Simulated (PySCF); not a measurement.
# Relaxation of triplet IrS₂⁻

Computed with UPBE0/[Ir def2-SVPD with ECP60, S def2-SVPD], scalar-relativistic core potentials, density fitting, no spin–orbit coupling, PySCF. A (50,194) grid was used.

A hand-made end-on start, of Cs symmetry, held to at least that symmetry:

```xyz
3
charge -1 multiplicity 3, angstrom
Ir   -0.2209    0.0000   -0.7038
S    -0.2209    0.0000    1.6137
S     1.5539    0.0000    2.6337
```

(1) What does it relax to?

(2) How much energy is released, and in how many steps?

Answers

(1) It ends at Cs with Ir–S 2.132 Å, S–S 2.025 Å; Ir–S–S 114.1° (after a last refinement on a finer grid). A frequency run shows a minimum. Other isomers or separated fragments may lie lower.

(2) 28.3 kJ/mol in 5 steps.

With open d or f shells other occupations or spin states may lie lower. At this level a singlet minimum of C2v symmetry lies 196 kJ/mol below this structure. Spin–orbit coupling, left out here, can matter for elements this heavy.
